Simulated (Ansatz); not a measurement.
Job for Ansatz (a first-principles code): R-BHLYP/def2-TZVPP on SiH2 (SMILES [SiH2]).

Ansatz 0.2 input:
```yaml
crystal:
  periodic: [false, false, false]
  atoms:
    - {symbol: Si, position_ang: [-0.00000000, -0.70866077, -0.00000000]}
    - {symbol: H, position_ang: [1.09125549, 0.35428038, -0.00000000]}
    - {symbol: H, position_ang: [-1.09125549, 0.35428038, 0.00000000]}
basis:
  gaussian:
    orbitals: def2-TZVPP
hamiltonian:
  xc: {name: BHLYP}
scf: {lower_state_search: off}
```

The log:

```
WARN ansatz: RAYON_NUM_THREADS=4 ignored (pool sized by the plan → 4); use --threads N
Functional definition: BHLYP
these checks for a lower state are left out or cut short: stability, starts, cluster_reference, orbital_swaps, neighbouring_geometries, increment
integrals: 0.01 GiB planned
428 factors; their error is unknown
mean field: 0.17 GiB planned
mean field evaluation 1: about -7907.7916 eV, gradient 7.4e0 eV
mean field evaluation 2: about -7907.9944 eV, gradient 2.0e0 eV
mean field evaluation 4: about -7908.0092 eV, gradient 8.2e-2 eV
mean field evaluation 8: about -7908.0569 eV, gradient 7.3e-4 eV
mean field -7908.05687064 eV, -290.6157297224 hartree, gradient 8.3e-7 eV, S^2 0.000000; 0 other end points of the search recorded, 0 dependent functions left out
reference -7908.05699753 eV, -290.6157343859 hartree; 8, 8 occupied and 62, 62 virtual orbitals, 428 factors
Total energy: -7908.05699753 eV, -290.6157343859 hartree
Checks for a lower state left out: stability, starts, cluster_reference, orbital_swaps, neighbouring_geometries, increment
```

The calculation finished and met its thresholds.

Cost: roughly 0.22 core-seconds.
